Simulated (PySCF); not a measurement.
Species: C2H6GeO.
Geometry (PBE0-D3(BJ)/def2-SVP, Å), atoms numbered from 1 in this order:
```xyz
10
C2H6GeO angstrom
C     -1.718   -0.334    0.247
C     -0.469    0.390   -0.181
O     -0.484    1.502   -0.643
Ge     1.314   -0.516    0.062
H     -2.597    0.308    0.098
H     -1.637   -0.628    1.306
H     -1.825   -1.266   -0.332
H      1.897   -0.047    1.407
H      1.187   -2.053    0.085
H      2.234   -0.071   -1.083
```

The calculation used PySCF, TDDFT CAM-B3LYP/def2-SVPD, vertical, gas phase, core orbitals frozen in the response. The CAM-B3LYP/def2-SVPD calculation is non-relativistic and has no spin–orbit coupling, an omission that weighs most on germanium.

Computed states:

```
state  E (eV)       f
   S1    3.68  0.0011
   S2    6.31   0.017
   S3    7.04   0.241
   S4    7.18   0.035
   S5    7.42   0.028
   S6    7.72   0.031
   S7    7.73   0.012
   S8    8.14   0.014
   S9    8.16   0.093
  S10    8.22   0.085
```

Broadening: Gaussians 0.5 eV wide at half height, area fixed by f = 4.319×10⁻⁹ ∫ε dν̃. The width is an assumption, not a result. The curve ends short of the highest state used, and states not computed would add to its high-energy end.

(1) Give the broadened spectrum and its maxima.

(2) Does any computed singlet lie in the visible range?

(3) On this curve, what absorbance would a 10⁻⁵ mol/L sample give at 308 nm over a 1 cm path?

(4) Coming from long wavelengths, where does ε first pass 100 L mol⁻¹ cm⁻¹?

Results:

(1) 
(E (eV), ε (L mol⁻¹ cm⁻¹)): (2.93, 0), (3.04, 1), (3.15, 3), (3.26, 8), (3.37, 20), (3.48, 38), (3.59, 55), (3.70, 60), (3.81, 51), (3.92, 33), (4.02, 17), (4.13, 7), (4.24, 2), (4.35, 0), (4.46, 0), (4.57, 0), (4.68, 0), (4.79, 0), (4.90, 0), (5.01, 0), (5.11, 0), (5.22, 0), (5.33, 0), (5.44, 0), (5.55, 2), (5.66, 9), (5.77, 37), (5.88, 121), (5.99, 300), (6.10, 572), (6.20, 818), (6.31, 962), (6.42, 989), (6.53, 1265), (6.64, 2512), (6.75, 5402), (6.86, 9681), (6.97, 13602), (7.08, 14937), (7.19, 13040), (7.30, 9454), (7.40, 6512), (7.51, 4588), (7.62, 3897)

Maxima: 337 nm (3.68 eV), ε about 60, made up of S1 (100%); 175 nm (7.07 eV), ε about 15000, made up of S3 (86%) and S4 (11%) (ε in L mol⁻¹ cm⁻¹; maxima over ε = 5, shares over 10%).

(2) No computed singlet lies in the visible range (380 to 750 nm); the lowest, at 337 nm, stands 0.42 eV above its violet end (3.26 eV); a Tamm–Dancoff triplet lies at 404 nm, without intensity as long as spin–orbit coupling is left out.

(3) 308 nm is 4.025 eV, where ε is about 17 L mol⁻¹ cm⁻¹, so A = ε c l ≈ 0.00017 (Beer–Lambert, with the gas-phase spectrum and the assumed width).

(4) At about 212 nm (5.86 eV), 2.18 eV above S1.

All these states lie below the vertical ionisation energy of 9.19 eV (ΔSCF).
